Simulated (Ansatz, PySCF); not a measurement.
This Ansatz (a quantum-chemistry and plane-wave program) input computes a CCSD(T)/cc-pVDZ energy:

Ansatz 0.2 input:
```yaml
crystal:
  periodic: [false, false, false]
  atoms:
    - {symbol: C, position_ang: [-0.00000000, -0.00000000, -0.63123353]}
    - {symbol: N, position_ang: [0.00000000, 0.00000000, 0.54105731]}
basis:
  gaussian:
    orbitals: cc-pVDZ
total_charge: 1
magnetization: {spin_polarized: false}
correlation: {method: ccsd_t, electrons: outside_noble_gas}
```

Q: Write an input for the same energy in PySCF and say what it gives.

A: 
```python
from pyscf import gto, scf, mp, cc as ccmod

mol = gto.M(
    atom='''
    C    -0.00000000   -0.00000000   -0.63123353
    N     0.00000000    0.00000000    0.54105731
    ''',
    basis='cc-pvdz',
    charge=1,
    spin=0,
    verbose=4,
)

mf = scf.RHF(mol)
mf.conv_tol = 1e-10
mf.max_cycle = 100
mf.kernel()
mp2 = mp.MP2(mf, frozen=2).run()
cc = ccmod.CCSD(mf, frozen=2)
cc.max_cycle = 100
cc.kernel()
et = cc.ccsd_t()
print(f'E(CCSD(T)) = {cc.e_tot + et:.9f}')
```
It gives -91.99833 Eh, and Ansatz -91.99833 Eh, a difference of 0.00 mEh.

This is an excited singlet: at this geometry the triplet lies 1.06 eV lower at wB97M-V/def2-TZVPD.
